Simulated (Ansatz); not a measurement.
# Nudged elastic band run: C2H9FN2Si

Input:

```yaml
crystal:
  periodic: [false, false, false]
  atoms:
    - { symbol: C, position_ang: [-0.120378, -1.209313, 1.299213] }
    - { symbol: C, position_ang: [0.348129, -0.543068, 0.017736] }
    - { symbol: "N", position_ang: [1.703444, -0.843445, -0.243636] }
    - { symbol: F, position_ang: [-0.468828, -1.035589, -0.991822] }
    - { symbol: "N", position_ang: [0.143672, 0.870424, -0.012934] }
    - { symbol: Si, position_ang: [-1.127667, 1.714742, -0.841076] }
    - { symbol: H, position_ang: [0.023931, -2.289642, 1.248201] }
    - { symbol: H, position_ang: [-1.179413, -1.006565, 1.448713] }
    - { symbol: H, position_ang: [0.4416, -0.817259, 2.145602] }
    - { symbol: H, position_ang: [1.995792, -0.448828, -1.119066] }
    - { symbol: H, position_ang: [1.881606, -1.830679, -0.245322] }
    - { symbol: H, position_ang: [0.818776, 1.379998, 0.520087] }
    - { symbol: H, position_ang: [-0.983965, 3.129192, -0.421919] }
    - { symbol: H, position_ang: [-1.025327, 1.649578, -2.316603] }
    - { symbol: H, position_ang: [-2.473271, 1.229754, -0.457774] }
basis:
  gaussian: { orbitals: def2-SVP }
hamiltonian:
  xc: hf
neb:
  order_check: false
  images: 8
  f_tol: 0.05
  max_iterations: 60
  initial_path: idpp
  climbing: false
  final_atoms:
    - { symbol: C, position_ang: [-0.12674522, -1.26613816, 1.25514649] }
    - { symbol: C, position_ang: [0.27454196, -0.62760206, -0.06324695] }
    - { symbol: "N", position_ang: [1.55446444, -1.09164366, -0.46810034] }
    - { symbol: F, position_ang: [-0.63368754, -1.0402438, -1.00488753] }
    - { symbol: "N", position_ang: [0.14190407, 0.80519097, -0.06382793] }
    - { symbol: Si, position_ang: [-1.10880275, 1.72848833, -0.84053559] }
    - { symbol: H, position_ang: [-0.03952794, -2.34984548, 1.18910089] }
    - { symbol: H, position_ang: [-1.1574186, -1.00263671, 1.48416906] }
    - { symbol: H, position_ang: [0.51060126, -0.90417884, 2.06354414] }
    - { symbol: H, position_ang: [1.95132925, -0.51703004, -1.18745158] }
    - { symbol: H, position_ang: [2.19860435, -1.18613181, 0.29210489] }
    - { symbol: H, position_ang: [0.80067906, 1.27647474, 0.52275726] }
    - { symbol: H, position_ang: [-0.85542456, 3.12980256, -0.42593982] }
    - { symbol: H, position_ang: [-1.06196071, 1.65533477, -2.31754219] }
    - { symbol: H, position_ang: [-2.47045607, 1.33945917, -0.40589081] }
```

Command:

```bash
$ ansatz run input.yaml --threads 2 --pin off --max-ram 3072MiB --backend cpu --events-out ev --progress --plain --runs-dir out
```

Output, in part (warnings, iteration lines, the closing report on the highest movable image, with atoms numbered from 0):

```
NEB end point (image 0): max|allowed force component| = 1.171e-2 eV/Å (the criterion of neb.relax_end_points is 1.000e-2)
NEB end point (image 9): max|allowed force component| = 4.521e-3 eV/Å (the criterion of neb.relax_end_points is 1.000e-2)
NEB iter   1: max|band force component| = 9.481e-1 eV/Å  barrier→ = 0.2986 eV  barrier← = 0.0911 eV  Δτ_max = 0.0716 Å  (352 SCF iters)
NEB iter   2: max|band force component| = 2.525e-1 eV/Å  barrier→ = 0.2369 eV  barrier← = 0.0294 eV  Δτ_max = 0.0444 Å  (261 SCF iters)
NEB iter   3: max|band force component| = 1.963e-1 eV/Å  barrier→ = 0.2297 eV  barrier← = 0.0222 eV  Δτ_max = 0.1973 Å  (265 SCF iters)
NEB iter   4: max|band force component| = 4.838e-1 eV/Å  barrier→ = 0.2506 eV  barrier← = 0.0431 eV  Δτ_max = 0.0990 Å  (260 SCF iters)
NEB iter   5: max|band force component| = 9.372e-2 eV/Å  barrier→ = 0.2250 eV  barrier← = 0.0175 eV  Δτ_max = 0.0109 Å  (257 SCF iters)
NEB iter   6: max|band force component| = 3.968e-2 eV/Å  barrier→ = 0.2244 eV  barrier← = 0.0169 eV  Δτ_max = 0.0000 Å  (502 SCF iters)
Total energy: -15727.06454235 eV, -577.9589617441 hartree
Atom 0 at    -0.128062    -1.268864     1.233432 Å, force    -0.003628    -0.004352    -0.005872 eV/Å
Atom 1 at     0.292429    -0.587753    -0.058492 Å, force    -0.001962     0.025253     0.010589 eV/Å
Atom 2 at     1.592193    -0.955445    -0.416615 Å, force     0.003861     0.022871     0.022166 eV/Å
Atom 3 at    -0.615635    -1.008797    -1.020424 Å, force     0.020472    -0.004370     0.016484 eV/Å
Atom 4 at     0.128106     0.836518    -0.045605 Å, force     0.032447    -0.000336     0.013822 eV/Å
Atom 5 at    -1.132682     1.747326    -0.814528 Å, force    -0.014102     0.000275    -0.024353 eV/Å
Atom 6 at    -0.028169    -2.350996     1.140895 Å, force     0.000493    -0.000623     0.005596 eV/Å
Atom 7 at    -1.167879    -1.031158     1.446671 Å, force    -0.006612    -0.002559    -0.002827 eV/Å
Atom 8 at     0.490872    -0.920365     2.060357 Å, force    -0.004658     0.003098     0.003123 eV/Å
Atom 9 at     2.098524    -0.376269    -1.049052 Å, force     0.013810    -0.002992    -0.006624 eV/Å
Atom 10 at     2.098192    -1.623289     0.118052 Å, force    -0.003563    -0.059588    -0.039678 eV/Å
Atom 11 at     0.821127     1.311266     0.496155 Å, force    -0.012056     0.017711     0.003189 eV/Å
Atom 12 at    -0.905019     3.145174    -0.372542 Å, force    -0.013685     0.001994     0.000570 eV/Å
Atom 13 at    -1.078828     1.711954    -2.293294 Å, force    -0.003663    -0.002677     0.001065 eV/Å
Atom 14 at    -2.487067     1.319996    -0.395612 Å, force    -0.007152     0.006293     0.002750 eV/Å
Dipole moment:     0.538230     0.019864     0.440220 e Å
```

It converged. No image climbed, so the highest image needn't sit at the top of the path.

Final band (atoms are numbered from 1 in the order of the input):

| image | path coordinate (Å) | energy (eV) | height of N3 over the plane of its neighbours (Å) |
| --- | --- | --- | --- |
| 0 | 0.00 | 0.000 | -0.34 |
| 1 | 0.15 | 0.003 | -0.34 |
| 2 | 0.31 | 0.023 | -0.30 |
| 3 | 0.46 | 0.089 | -0.20 |
| 4 | 0.61 | 0.179 | -0.06 |
| 5 | 0.77 | 0.224 | 0.09 |
| 6 | 0.92 | 0.219 | 0.23 |
| 7 | 1.08 | 0.213 | 0.28 |
| 8 | 1.23 | 0.209 | 0.30 |
| 9 | 1.39 | 0.207 | 0.33 |

Run time: 110 s on 2 threads of Arm Neoverse V2, on a shared host, peak memory 0.35 GiB.
